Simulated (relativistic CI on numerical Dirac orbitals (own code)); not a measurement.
**Ions with 13 electrons, As XXI to Te XL**

Calculated at this level of theory: Dirac-Coulomb-Breit CI, separate exchange-only KLI orbitals for each configuration, model QED (radiative potential, 1s self-energy scaled to tabulated hydrogen-like ionisation energies), unscaled Slater integrals (own radial code, finite nucleus).

CI space (outside the closed core [Ne]): 3s²3p, 3s3p², 3s²3d, 3p³, 3s3p3d, 3p²3d, 3p3d², 3d³. Double excitations out of closed p, d and f shells are left out; levels of such configurations are missing from the list, as are those of other unlisted configurations, and high levels can miss mixing partners.

Energies above each ion's lowest level, in eV. Levels are followed by their leading LS label, which can pass from one level to another where the coupling changes.

```tsv
Ion	3s²3p ²P°1/2	3s²3p ²P°3/2	3s3p² ⁴P1/2	3s3p² ⁴P3/2	3s3p² ²D3/2	3s3p² ²P1/2	3s3p² ²S1/2
As XXI	0	7.856	43.841	47.587	60.329	71.382	79.726
Se XXII	0	9.1024	46.307	50.772	64.152	75.227	84.907
Br XXIII	0	10.493	48.819	54.117	68.143	79.207	90.376
Kr XXIV	0	12.038	51.376	57.632	72.313	83.336	96.157
Rb XXV	0	13.75	53.976	61.33	76.673	87.629	102.27
Sr XXVI	0	15.641	56.615	65.223	81.235	92.1	108.75
Zr XXVIII	0	20.011	62.004	73.649	91.013	101.64	122.91
Nb XXIX	0	22.517	64.746	78.209	96.255	106.75	130.65
Mo XXX	0	25.257	67.518	83.019	101.75	112.1	138.86
Tc XXXI	?	?	?	?	?	?	?
Ru XXXII	0	31.497	73.139	93.457	113.57	123.61	156.85
Rh XXXIII	0	35.03	75.985	99.117	119.92	129.81	166.7
Pd XXXIV	0	38.86	78.851	105.09	126.58	136.34	177.16
Ag XXXV	0	43.006	81.738	111.41	133.59	143.2	188.27
Cd XXXVI	0	47.486	84.643	118.07	140.94	150.42	200.07
In XXXVII	0	52.319	87.567	125.11	148.67	158.03	212.6
Sn XXXVIII	0	57.525	90.509	132.55	156.79	166.04	225.91
Sb XXXIX	0	63.125	93.469	140.4	165.33	174.48	240.02
Te XL	0	69.141	96.447	148.69	174.3	183.37	254.99
```

Problem. Fill in the row of Tc XXXI.

Solution. 3s²3p ²P°1/2 0, 3s²3p ²P°3/2 28.245, 3s3p² ⁴P1/2 70.317, 3s3p² ⁴P3/2 88.097, 3s3p² ²D3/2 107.52, 3s3p² ²P1/2 117.72, 3s3p² ²S1/2 147.59 (eV).

The lowest level keeps the configuration 3s²3p and J = 1/2 throughout.

Between Z = 49 and 52 the energy of 3s²3p ²P°3/2 follows a local power law Z^4.7. For orientation: electrostatic splittings inside a shell grow about linearly with the screened charge, excitations that change n as its square, and fine structure as its fourth power; written in Z itself the exponents are larger, since the screened charge grows faster in proportion.
